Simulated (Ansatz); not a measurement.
System: trichloro(prop-2-enyl)germane, C3H5Cl3Ge, charge 0, multiplicity 1. 
Structure (B3LYP-D3(BJ)/def2-TZVP (Ansatz, an electronic-structure program) minimum search):
```
C
H 1 1.0903
H 1 1.0911 2 108.95
C 1 1.4896 2 112.56 3 125.81
C 4 1.3276 1 124.32 2 14.90
H 5 1.0816 4 121.31 1 178.93
H 5 1.0837 6 116.99 4 179.92
H 4 1.0849 5 119.60 6 0.79
Ge 1 1.9651 2 105.62 3 -112.61
Cl 9 2.1525 1 111.06 2 -57.03
Cl 9 2.1563 1 111.00 2 -177.00
Cl 9 2.1574 1 111.10 2 63.02
```
Charge 0, spin multiplicity 1.

Basis-set convergence of Hartree-Fock and CCSD correlation energies (hartree) with Ansatz. Correlated levels leave the core frozen unless marked. No spin-orbit coupling. Frozen are the shells of the preceding noble gas and the d and f shells that filled before the atom's block. Non-relativistic.

| basis | functions | E(HF) | E(corr, CCSD) |
|---|---|---|---|
| def2-SVPD | 219 | -3569.75203 | -1.02093 |
| def2-TZVPPD | 403 | ? | ? |

### Question
Complete the blanks.

### Answer

- def2-TZVPPD, E(HF): -3570.59841
- def2-TZVPPD, E(corr, CCSD): -1.24770
